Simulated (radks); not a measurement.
The numbers below are computed, except where a source is named.
Effect of the nuclear size on neutral krypton, [Kr]. Level of theory: Dirac Kohn-Sham, relativistic LDA (MacDonald-Vosko exchange, VWN5 correlation), spin-unpolarised, spherical densities, finite nucleus; Fermi nuclear charge, rms radius 4.1884 fm (a radial shooting solver on a logarithmic mesh with Libxc functionals). The rms radius is varied about that value; shifts are against it.

rms radius (fm)  total energy shift (eV)  density at nucleus (e/bohr^3)  1s1/2 shift (meV)  2s1/2 shift (meV)  3p1/2 shift (meV)  4s1/2 shift (meV)
3.38                              -0.217                      4.976e+04              -91.8              -9.32              0.135             -0.171
3.7779                            -0.116                      4.931e+04              -48.9              -4.96              0.072             -0.091
4.1884                                 0                      4.891e+04              0.000              0.000              0.000              0.000
4.3476                            0.0478                      4.876e+04               20.2               2.05             -0.030              0.038
4.8334                             0.204                      4.836e+04               86.2               8.75             -0.126              0.160

Slopes of the eigenvalues against <r^2> in GHz/fm^2, as finite differences over the two radii next to the reference (eigenvalue slopes, not the field-shift constants of lines): 1s1/2 3610, 2s1/2 366, 3p1/2 -5.29, 4s1/2 6.72.
